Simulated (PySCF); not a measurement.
## Structure from NMR data

The spectra below were simulated for a compound C$_{7}$H$_{12}$O$_{2}$Si.

¹H NMR (400 MHz, computed): δ 10.50 (d, 1H), 4.47 (m, 1H), 4.43 (m, 1H), 4.24 (m, 1H), 3.43 (m, 1H), 3.34 (m, 1H), 2.15 (m, 1H), 1.98 (m, 1H), 0.87 (m, 1H), 0.65 (m, 1H), 0.51 (m, 1H), 0.30 (m, 1H).

¹³C{¹H} NMR (computed): δ 204.5 (CH), 74.7 (CH), 53.7 (CH), 53.5 (CH), 21.0 (CH2), 8.6 (CH2), 6.8 (CH2).

- NMR shieldings at PBE0/pcSseg-1/GIAO
- geometry: GFN2-xTB
- run in PySCF 2.14
- one conformer, non-relativistic, in vacuum

References, each an isolated molecule treated in the same way: ¹H (31.72 ppm) and ¹³C (186.93 ppm) against TMS.

Deduce the structure.

Results:


The formula gives 3 degrees of unsaturation (2 rings in the answer). 7 carbon signals for 7 carbons: no two carbons are equivalent. Carbon types of the structure: 4 × CH, 3 × CH2, leaving 2 H on heteroatoms. δC 204.5: aldehyde carbonyl carbon; low-lying n→π* states of the double bond to the heteroatom give a large paramagnetic term (-266 ppm). δC 74.7: sp3 CH bonded to O; the inductive effect lowers its shielding. δC 53.7: sp3 CH bonded to Si, α to a carbonyl; α to the electron-withdrawing carbonyl group. δC 53.5, 8.6, 6.8: three-membered-ring carbon. δH 10.50: hydrogen on an aldehyde carbonyl carbon; the C=O anisotropy and electron withdrawal place aldehyde protons far downfield. δH 4.24: hydrogen on an sp3 CH bonded to O; its carbon carries O, which withdraws density. δH 3.43, 0.87, 0.65, 0.51, 0.30: hydrogen on a three-membered-ring carbon.

These data were computed for `O=C[C@@H]1[SiH2]C[C@@H]1OC1CC1`.

This is the structure that produced the data.

Shifts are as computed. Against solution values, carbons near 30 ppm lie about +3 ppm off and those near 130 ppm about +5 ppm. Of 1211 compounds with measured shifts, 218 miss one by over three times the rms of a fit or turn the order of signals round; such compounds aren't used in these exercises. No couplings were computed; multiplicities are counted from neighbouring protons, with m where these are inequivalent, close in shift, in a saturated or five-membered ring or joined by F or P, and br s for small geminal =CH2 splittings.
